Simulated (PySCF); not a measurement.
# Ne⁺: excitation energy

Ne⁺ [He] 2s2 2p5 (2P) → Ne⁺ [He] 2s1 2p6 (2S), as a difference of total energies. Calculation: PySCF 2.14, in aug-cc-pVDZ (4s3p2d, 23 functions); no relativity, point nucleus. Correlated levels: valence: 1s2 frozen. The calculations carry no spin-orbit coupling.

| method | excitation energy (cm⁻¹) |
| --- | --- |
| UHF | 239500 |
| LDA | 184530 |
| PBE0 | 203150 |
| r2SCAN | 207660 |
| revPBE | 192250 |
| BP86 | 191130 |
| TPSS | 197860 |
| MP2 (valence) | 223310 |
| SCS-MP2 (valence) | 221980 |

Estimate what PBE gives.

190920 cm⁻¹, closest to BP86 among the rows shown.

Estimate what B2PLYP gives.

210580 cm⁻¹, closest to r2SCAN among the rows shown.

Errors of the correlated levels include the incompleteness of this basis and the frozen core.

For comparison: 216790 cm⁻¹ (measured; NIST levels, between the centres of gravity of the two terms).
